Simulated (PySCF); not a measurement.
Delta-SCF ions had no search for a lower state. Excitations are Tamm–Dancoff values on a coarser integration grid. The basis has no diffuse functions, so Rydberg states are missing or too high.

# C8H9FSi, SMILES `c1c(C(F)=C)ccc([SiH3])c1` (F–C–C–C torsion 5°) (charge 0, multiplicity 1)

The numbers are results of PySCF with ωB97X-D3(BJ)/def2-TZVP // PBE0-D3(BJ)/def2-SVP, not measurements.

The HOMO comes out as -8.98 eV and the dipole moment is 1.05 D. The HOMO–LUMO gap is 9.37 eV and the LUMO is 0.39 eV. The S1 excitation (TDA) is 5.17 eV. The S1 oscillator strength is 0.031 and the brightest of the four lowest singlets (TDA) comes out as 5.33 eV. The T1 excitation (TDA) is 3.33 eV and the S1–T1 gap (TDA) is 1.84 eV. The vertical ionisation energy (Delta-SCF) comes out as 8.66 eV, the vertical electron affinity (Delta-SCF) is -0.09 eV and the total energy comes out as -19045.91 eV. The cost is very roughly 24 core-minutes.

```xyz
19

C     -3.5507     0.7007     0.1918
C     -2.6994    -0.1658    -0.3604
F     -3.1968    -1.2164    -1.0267
C     -1.2298    -0.1326    -0.3549
C     -0.5140    -1.0814    -1.0964
C      0.8776    -1.0652    -1.1108
C      1.6015    -0.1071    -0.3890
Si     3.4790    -0.0627    -0.4432
C      0.8749     0.8356     0.3574
C     -0.5131     0.8260     0.3775
H     -4.6253     0.5400     0.1016
H     -3.1933     1.5753     0.7323
H     -1.0610    -1.8360    -1.6627
H      1.4059    -1.8226    -1.6972
H      4.0132     0.4202     0.8663
H      4.0060    -1.4309    -0.7300
H      3.9660     0.8627    -1.5133
H      1.4029     1.5925     0.9447
H     -1.0436     1.5677     0.9777
```
Charge 0, spin multiplicity 1.
